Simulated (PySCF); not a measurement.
Te(OMe)(SH), SMILES CO[Te]S (PBE0/def2-SVP optimised geometry):

```
8

Te    -1.634    -1.176     0.000
O      0.362    -1.176     0.000
C      1.015    -0.767    -1.174
H      0.836     0.301    -1.401
H      2.095    -0.903    -1.005
H      0.722    -1.362    -2.059
S     -2.095     1.176     0.000
H     -1.999     1.385     1.334
```

Calculation: PBE0/def2-TZVP, def2 effective core potentials past Kr (PySCF).

**Question.** What are the frontier orbital energies and the dipole moment?

**Answer.** HOMO-2 -8.03 eV, HOMO-1 -7.84 eV, HOMO -6.47 eV, LUMO -1.67 eV, LUMO+1 -1.52 eV; dipole moment 0.39 D.

On the same geometry PBE/def2-TZVP, def2 effective core potentials past Kr (PySCF) gives HOMO-2 -6.62 eV, HOMO-1 -6.55 eV, HOMO -5.34 eV, LUMO -2.48 eV, LUMO+1 -2.34 eV; dipole moment 0.27 D.
